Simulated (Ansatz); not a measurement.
(CuCl)2 ring (Cu2Cl2), relaxed as a singlet with RKS r2SCAN-D4/def2-SVP in Ansatz, starting from the GFN2-xTB geometry. Force threshold 0.02 eV/Å.

Start:

```xyz
4

Cu   -0.4313    0.6915    1.0942
Cl    0.9008   -1.0968    1.0487
Cu    0.4307   -0.6923   -1.0944
Cl   -0.9002    1.0976   -1.0485
```

Q: Estimate the energy that the relaxation releases and the steps that it takes.

A: 37.6 kJ/mol, in 5 steps; 17 s on 4 threads of Arm Neoverse V1 on a shared host. No frequencies were taken in this run, so the end may be a saddle point.

Q: Does the start keep its bonding and symmetry?

A: By distances, no bond broke or formed. The bond that changes most is Cu1–Cl2, from 2.23 to 2.26 Å (atoms count from 1). Point group D2h at the start, D2h at the end, both within 0.05 Å.

Q: Predict the relaxed structure.

A: 
```xyz
4

Cu   -0.3599    0.5779    0.9138
Cl    0.9972   -1.2151    1.1610
Cu    0.3599   -0.5777   -0.9136
Cl   -0.9971    1.2149   -1.1612
```
Bond lengths (bridged metal pairs left out): 4 × Cl–Cu 2.26 Å.
